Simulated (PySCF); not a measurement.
## Spin-rotation constants: `C1C(SCOC)(F)C1`, C$_{5}$H$_{9}$FOS

Geometry:
| atom | x (Å) | y (Å) | z (Å) |
| --- | --- | --- | --- |
| C1 | 2.659 | -0.620 | 0.089 |
| O2 | 1.797 | 0.226 | 0.820 |
| C3 | 1.115 | 1.141 | 0.059 |
| S4 | -0.156 | 0.392 | -1.063 |
| C5 | -1.156 | -0.463 | 0.150 |
| F6 | -0.615 | -1.661 | 0.521 |
| C7 | -1.917 | 0.289 | 1.192 |
| C8 | -2.646 | -0.399 | 0.070 |
| H9 | 2.095 | -1.229 | -0.624 |
| H10 | 3.142 | -1.266 | 0.817 |
| H11 | 3.412 | -0.035 | -0.453 |
| H12 | 0.593 | 1.811 | 0.743 |
| H13 | 1.761 | 1.708 | -0.623 |
| H14 | -1.961 | -0.149 | 2.178 |
| H15 | -1.860 | 1.366 | 1.183 |
| H16 | -3.191 | -1.304 | 0.293 |
| H17 | -3.079 | 0.206 | -0.711 |

Computed, not measured: GIAO KT3/pcSseg-1 magnetisability, rotational g tensor and spin-rotation constants, non-relativistic, gas phase (PySCF). Geometry: GFN2-xTB.

Give the nuclear spin-rotation constants along the inertial axes (H = +C I·J) beside the isotropic shieldings.

Rotational constants 2.9877, 1.1857, 1.0759 GHz. A star marks the isotopologue with that one atom substituted, in its own axes.
```csv
atom,isotope,Caa (kHz),Cbb (kHz),Ccc (kHz),mean (kHz),σ (ppm)
F6,19F,2.838,0.379,1.286,1.501,329.9
H9,1H,-0.148,-0.113,0.009,-0.084,27.4
H10,1H,-0.256,0.041,-0.111,-0.108,28.2
H11,1H,-0.048,-0.043,-0.124,-0.071,29.0
H12,1H,-0.174,-0.121,0.045,-0.083,26.0
H13,1H,-0.058,-0.032,-0.101,-0.064,27.2
H14,1H,-0.333,-0.034,-0.061,-0.143,30.3
H15,1H,-0.311,-0.053,-0.061,-0.141,30.8
H16,1H,-0.126,-0.062,-0.111,-0.100,30.3
H17,1H,-0.260,-0.017,-0.109,-0.129,30.7
C1,13C*,0.600,0.258,0.201,0.353,128.5
O2,17O*,-0.289,-0.132,-0.102,-0.175,273.9
C3,13C*,0.756,0.236,0.294,0.429,102.2
S4,33S*,0.756,0.306,0.408,0.490,416.0
C5,13C*,0.931,0.182,0.313,0.476,95.5
C7,13C*,0.441,0.098,0.213,0.250,168.4
```
For the geometry as given, no vibrational averaging.

How do the rotational constants and the g tensor change when H9, H10, H11, H12, H13, H14, H15, H16, H17 are replaced by deuterium?

Constants 2.6422, 1.0233, 0.9402 GHz; g -0.0227, 0.0008, -0.0064, against -0.0256, 0.0009, -0.0073 before.
